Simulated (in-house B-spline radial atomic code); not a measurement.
Radial electron density of the rubidium ion Rb³⁺, [Ar] 3d10 4s2 4p4. Computed with a radial B-spline atomic code at the basis-set limit: Dirac-Kohn-Sham PW91, spherical fractional occupations, Fermi nucleus of rms radius 4.2036 fm.

Columns: r (bohr), 4πr²n(r) (electrons per bohr), bar.

```
 0.00176    1.503 #
 0.00214    2.129 ##
  0.0026    2.994 ##
 0.00317    4.204 ###
 0.00386    5.837 #####
 0.00469    7.988 ######
 0.00571    10.82 #########
 0.00695    14.41 ###########
 0.00846    18.83 ###############
  0.0103    24.02 ###################
  0.0125    29.67 ########################
  0.0153    35.68 ############################
  0.0186    40.92 #################################
  0.0226    44.74 ####################################
  0.0275     46.4 #####################################
  0.0335    45.51 ####################################
  0.0407     42.7 ##################################
  0.0496    39.54 ###############################
  0.0603    38.47 ###############################
  0.0734    41.22 #################################
  0.0894    47.41 ######################################
   0.109    53.71 ###########################################
   0.132     55.3 ############################################
   0.161    49.79 ########################################
   0.196    39.94 ################################
   0.239    32.53 ##########################
    0.29    32.44 ##########################
   0.354    37.22 ##############################
    0.43     39.1 ###############################
   0.524    33.37 ###########################
   0.637    22.68 ##################
   0.776    12.96 ##########
   0.944    7.864 ######
    1.15    6.263 #####
     1.4     5.39 ####
     1.7    3.849 ###
    2.07    2.024 ##
    2.52     0.75 #
    3.07   0.1904 
    3.74  0.03099 
    4.55 0.002806 
    5.53 0.0001313
```

On this grid the curve has 3 maxima, near 0.0275, 0.132, 0.43 bohr.

The 4p3/2 radial function P(r) = rR(r), positive near the nucleus, with its small component Q(r) (sign convention: Q ≈ (P' + κP/r)/2c):

```
r (bohr)          P           Q
 0.00214  0.0009319  -6.329e-05
 0.00317   0.001992  -0.0001353
 0.00469   0.004208  -0.0002859
 0.00695   0.008798  -0.0005981
  0.0103    0.01803   -0.001226
  0.0153    0.03599   -0.002452
  0.0226    0.06804   -0.004654
  0.0335      0.121   -0.008351
  0.0496     0.1938    -0.01367
  0.0734     0.2632    -0.01959
   0.109     0.2652    -0.02302
   0.161     0.1127    -0.01929
   0.239    -0.1992   -0.006878
   0.354    -0.4395    0.006939
   0.524    -0.2712     0.01126
   0.776      0.312    0.004895
    1.15     0.8305   -0.002915
     1.7     0.8139   -0.005128
    2.52     0.3942   -0.002729
    3.74    0.08607  -0.0006002
    5.53   0.005866  -4.099e-05
```
